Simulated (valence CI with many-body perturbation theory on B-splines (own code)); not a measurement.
# Pt LXVI: fill in the table

Computed by configuration interaction combined with many-body perturbation theory (CI+MBPT): three valence electrons over a frozen Dirac-Fock core [Ne], radial functions for each j: 11 s, 11 p, 9 d, 7 f, 5 g, 2 h, 1 i, with the one-electron correlation potential Σ1 (screened to all orders), the two-electron term Σ2, the three-electron term Σ3, Breit, model QED; selected single and double excitations, second order for the rest (own B-spline code, finite nucleus).

The last digits are not significant, and no measured levels were compared; by estimate large intervals hold to a few tenths of a per cent, small ones and those within an open d or f shell to about a per cent.

```tsv
Level	E (eV)
(3s^2 3p1/2) J=1/2	0.00
(3s 3p1/2^2) J=1/2	182.71
(3s^2 3p3/2) J=3/2	?
(3s 3p1/2 3p3/2) J=3/2 [a]	617.71
(3s 3p1/2 3p3/2) J=5/2	?
(3s 3p1/2 3p3/2) J=3/2 [b]	659.15
(3s 3p1/2 3p3/2) J=1/2	670.35
(3s^2 3d3/2) J=3/2	?
(3s^2 3d5/2) J=5/2	813.45
(3s 3p1/2 3d3/2) J=3/2 [a]	836.70
(3s 3p1/2 3d3/2) J=3/2 [b]	?
(3s 3p1/2 3d3/2) J=5/2	?
(3s 3p1/2 3d3/2) J=1/2	891.10
(3s 3p1/2 3d3/2) J=3/2 [c]	899.30
(3s 3p1/2 3d5/2) J=5/2 [a]	967.27
(3s 3p1/2 3d5/2) J=7/2	982.97
(3s 3p1/2 3d5/2) J=5/2 [b]	993.76
(3s 3p1/2 3d5/2) J=3/2	998.55
(3p1/2^2 3d3/2) J=3/2	?
(3s 3p3/2^2) J=5/2	1098.01
```

Levels are named by their leading jj configuration (3d3/2^4 stands for four electrons in 3d with j = 3/2), which in mixed levels can hold well under half, so a name can repeat and another be missing. Letters in brackets count levels of one name in rising energy.

(1) The levels stand in rising order. What does the calculation give for the missing energies?

Answers

(1) (3s^2 3p3/2) J=3/2 467.93; (3s 3p1/2 3p3/2) J=5/2 637.35; (3s^2 3d3/2) J=3/2 718.71; (3s 3p1/2 3d3/2) J=3/2 [b] 850.52; (3s 3p1/2 3d3/2) J=5/2 862.48; (3p1/2^2 3d3/2) J=3/2 1065.89.
